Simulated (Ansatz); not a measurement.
`CC[Si]C` + `N[SiH](O)Br` → `CN[SiH](O)Br` + `CC[SiH]`  (substitution at a C–Si bond)

Calculated with Ansatz (gas phase, PBE0-D4/def2-TZVP geometries, no zero-point term in ΔE). CCSD(T)/CBS is the MP2 limit (def2-TZVPP, def2-QZVPP) plus CCSD(T) − MP2 in def2-TZVPP, frozen cores. Functionals use def2-TZVPP. For Br outer-core shells are correlated without core-valence functions, which leaves a few kJ/mol of doubt a bond. Scalar relativity is left out up to krypton. Each species was taken in one conformer, which may not be the lowest.

CCSD(T)/CBS gives +85.5 kJ/mol.

Task: Another level gave +84.2 kJ/mol. Which?
A. HF/def2-TZVPP
B. r2SCAN-D4/def2-TZVPP
C. CCSD/def2-TZVPP
D. PBE/def2-TZVPP

Result: D. PBE 84.2, CCSD/def2-TZVPP 80.1, HF/def2-TZVPP 72.1, r2SCAN-D4 88.9 kJ/mol.

Largest T1 diagnostic among the species: 0.012.

In def2-TZVPP, CCSD(T) changes the Hartree–Fock value by +9.5 kJ/mol (the triples alone add +1.6 kJ/mol) and MP2 by +15.4 kJ/mol.
